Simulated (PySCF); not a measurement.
Compound: 1-chloroheptafluoropropane, C₃ClF₇.
SMILES: `FC(F)(F)C(F)(F)C(F)(F)Cl`

A PySCF run (density fitting, gas phase, GFN2-xTB geometry) gave HOMO -8.20 eV, LUMO -1.01 eV, dipole 0.06 D and E = -1273.096 Eh.

Question: Which of these levels was it?
A. PBE0/pcSseg-1
B. BP86/pcSseg-1
C. B3LYP/def2-SVPD
D. revPBE/cc-pVDZ
E. LDA/6-31G

Answer: D. It is revPBE/cc-pVDZ. All candidates on this geometry:

```json
{"level and settings": "LDA/6-31G, fitting basis def2-qzvpp-jkfit, energy threshold 1e-08 Eh", "kind": "LDA", "basis functions": "103", "SCF cycles": "10", "E (Eh)": "-1266.2671", "HOMO (eV)": "-8.74", "LUMO (eV)": "-1.85", "dipole (D)": "0.26"}
{"level and settings": "BP86/pcSseg-1, start guess huckel, damping 0.2 at the start, DIIS from the seventh cycle", "kind": "GGA", "basis functions": "194", "SCF cycles": "26", "E (Eh)": "-1273.3850", "HOMO (eV)": "-8.70", "LUMO (eV)": "-1.65", "dipole (D)": "0.23"}
{"level and settings": "revPBE/cc-pVDZ", "kind": "GGA", "basis functions": "158", "SCF cycles": "14", "E (Eh)": "-1273.0958", "HOMO (eV)": "-8.20", "LUMO (eV)": "-1.01", "dipole (D)": "0.06"}
{"level and settings": "B3LYP/def2-SVPD", "kind": "global hybrid", "basis functions": "248", "SCF cycles": "14", "E (Eh)": "-1272.7102", "HOMO (eV)": "-9.97", "LUMO (eV)": "-1.09", "dipole (D)": "0.50"}
{"level and settings": "PBE0/pcSseg-1", "kind": "global hybrid", "basis functions": "194", "SCF cycles": "14", "E (Eh)": "-1272.3983", "HOMO (eV)": "-10.22", "LUMO (eV)": "-0.48", "dipole (D)": "0.35"}
```

The nearest other candidate, by the summed differences of HOMO and LUMO, is BP86/pcSseg-1: its HOMO differs by -0.50 eV and its LUMO by -0.64 eV. Cycle counts include a coarse-grid stage where the run had one.

Conformer computed: `[F:1][C:2]([F:3])([F:4])[C:5]([F:6])([F:7])[C:8]([F:9])([F:10])[Cl:11]`: F1–C2–C5–F6 58°, C2–C5–C8–F9 -59°.
